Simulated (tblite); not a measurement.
CHF2O4S2 (charge -1).
Atom-mapped SMILES: `[O:1]=[S:2](=[O:3])([F:4])[CH-:5][S:6](=[O:7])(=[O:8])[F:9]` (hydrogens: H10 on C5)
Bond orders are those of one Lewis drawing.

Computed with GFN2-xTB (tblite), gas phase: L-BFGS steps from a force-field or distance-geometry start until the largest atomic force falls under 0.01 eV/Å.

At the end of the run (lengths in Å): S6–F9 1.702, S2–F4 1.699, S2–C5 1.713, C5–S6 1.698, S2=O3 1.434, S6=O7 1.425, C5–H10 1.079, S2–C5–S6 101.9°, F4–S2–C5 97.6°, C5–S6–F9 104.8°, O1–S2–C5 116.1°, O1–S2–C5–S6 45°, S2–C5–S6–O7 -74°, H10–C5–S2–O1 156°, H10–C5–S6–O7 175°.

Question: These geometries were met on the way; a selection of coordinates is given. Order them by energy above the end point, lowest first.
A. S6–F9 1.697, S2–F4 1.668, S2–C5 1.703, C5–S6 1.694, S2=O3 1.441, S6=O7 1.435, C5–H10 1.065, S2–C5–S6 104.8°, F4–S2–C5 96.6°, C5–S6–F9 110.4°, O1–S2–C5 118.1°, O1–S2–C5–S6 -44°, S2–C5–S6–O7 -69°, H10–C5–S2–O1 87°, H10–C5–S6–O7 159°
B. S6–F9 1.718, S2–F4 1.647, S2–C5 1.721, C5–S6 1.712, S2=O3 1.442, S6=O7 1.432, C5–H10 1.094, S2–C5–S6 102.2°, F4–S2–C5 98.0°, C5–S6–F9 112.4°, O1–S2–C5 118.8°, O1–S2–C5–S6 -34°, S2–C5–S6–O7 -63°, H10–C5–S2–O1 78°, H10–C5–S6–O7 -174°
C. S6–F9 1.586, S2–F4 1.591, S2–C5 1.684, C5–S6 1.686, S2=O3 1.467, S6=O7 1.452, C5–H10 1.071, S2–C5–S6 116.4°, F4–S2–C5 107.5°, C5–S6–F9 106.8°, O1–S2–C5 109.4°, O1–S2–C5–S6 -80°, S2–C5–S6–O7 -79°, H10–C5–S2–O1 100°, H10–C5–S6–O7 101°
D. S6–F9 1.665, S2–F4 1.661, S2–C5 1.658, C5–S6 1.658, S2=O3 1.433, S6=O7 1.427, C5–H10 1.053, S2–C5–S6 116.9°, F4–S2–C5 106.0°, C5–S6–F9 105.8°, O1–S2–C5 115.3°, O1–S2–C5–S6 -79°, S2–C5–S6–O7 -79°, H10–C5–S2–O1 101°, H10–C5–S6–O7 101°
E. S6–F9 1.689, S2–F4 1.673, S2–C5 1.707, C5–S6 1.702, S2=O3 1.444, S6=O7 1.428, C5–H10 1.080, S2–C5–S6 105.0°, F4–S2–C5 99.2°, C5–S6–F9 108.2°, O1–S2–C5 118.1°, O1–S2–C5–S6 -34°, S2–C5–S6–O7 -58°, H10–C5–S2–O1 77°, H10–C5–S6–O7 -170°

Answer: E (0.112 eV), B (0.186 eV), A (0.363 eV), D (0.601 eV), C (0.977 eV).

```tsv
step	E above end (eV)	rms distance from the end, all atoms (Å)	largest force (eV/Å)	rms shift of all bonds from the end (Å)
38	0.112	0.772	0.407	0.011
33	0.186	0.800	0.772	0.020
29	0.363	0.887	0.782	0.014
5	0.601	1.187	0.449	0.030
0	0.977	1.201	3.188	0.056
```

Rows stand in the order of the answer.
